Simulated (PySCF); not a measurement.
From one molecule to another.

First species: NbF5 (singlet state).
SMILES: `[F][Nb]([F])([F])([F])[F]`

Second species: aluminum trifluoride, AlF3.
SMILES: `[F][Al]([F])[F]`

Levels: CAM-B3LYP/def2-SVPD for dipole moment, HOMO energy, LUMO energy, HOMO–LUMO gap and static isotropic polarisability; TDDFT CAM-B3LYP/def2-SVPD for lowest singlet excitation; TDA CAM-B3LYP/def2-SVPD for lowest triplet excitation (Tamm–Dancoff); ΔSCF CAM-B3LYP/def2-SVPD for vertical ionisation energy and vertical electron affinity. Geometries: PBE0-D3(BJ)/def2-SVP. Each species is one conformer at its optimised geometry, gas phase (atoms past krypton carry core potentials, spin–orbit coupling is left out). Electronic properties by PySCF.

```csv
property,column X,column Y
dipole moment,0.00 D,0.00 D
HOMO energy,-13.99 eV,-13.50 eV
LUMO energy,-2.48 eV,-1.05 eV
HOMO–LUMO gap,11.51 eV,12.45 eV
lowest singlet excitation,7.13 eV,8.54 eV
lowest triplet excitation (Tamm–Dancoff),6.65 eV,8.28 eV
static isotropic polarisability,40.4 au,20.4 au
vertical ionisation energy,15.21 eV,14.98 eV
vertical electron affinity,1.42 eV,0.23 eV
```

(1) Which column belongs to which species?

(2) How does each property change from the first species to the second?

Answers

(1) Column X is the first species and column Y the second. The first has 6 atoms and 86 electrons, the second 4 and 40.

(2) dipole moment 0.00 D; HOMO energy +0.49 eV; LUMO energy +1.43 eV; HOMO–LUMO gap +0.94 eV; lowest singlet excitation +1.41 eV; lowest triplet excitation (Tamm–Dancoff) +1.63 eV; static isotropic polarisability -20.0 au; vertical ionisation energy -0.23 eV; vertical electron affinity -1.19 eV.

On the first: The polarisability is 5.98 Å³ as a volume (1 au = 0.148185 Å³). S1 lies 4.38 eV below the HOMO–LUMO gap. Atoms past krypton carry effective core potentials; spin–orbit coupling is left out.

On the second: No computed singlet falls in the visible range (750 to 380 nm, 1.65 to 3.26 eV); S1 lies 5.28 eV above its blue end. The ΔSCF ionisation energy exceeds −ε(HOMO) by 1.48 eV with CAM-B3LYP.
